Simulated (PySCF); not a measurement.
Electron correlation in In⁺ (indium, charge +1)

[Kr] 4d10 5s2, closed-shell 1S. Calculation: PySCF 2.14, in cc-pVTZ-PP with ECP28MDF (5s4p3d1f, 39 functions); a scalar-relativistic core potential. Frozen: 4s2 4p6 4d10; 2 electrons correlated.

Total MP2 correlation energy: -23.26 mhartree.

Same-spin part 0.00 and opposite-spin part -23.26 mhartree; SCS-MP2 scales them by 1/3 and 6/5 to -27.91 mhartree.

With two correlated electrons CCSD is exact within the correlated space (frozen core and kept virtual orbitals).

```csv
level,correlation energy (mhartree)
CCSD,-32.69
```

Diagnostics: T1 = 0.0062, D1 = 0.0088, largest double amplitude 0.096.

Cost of the coupled-cluster step: 0.09 s of wall time on 1 thread of Neoverse-V1 (shared host), for 2 correlated electrons.
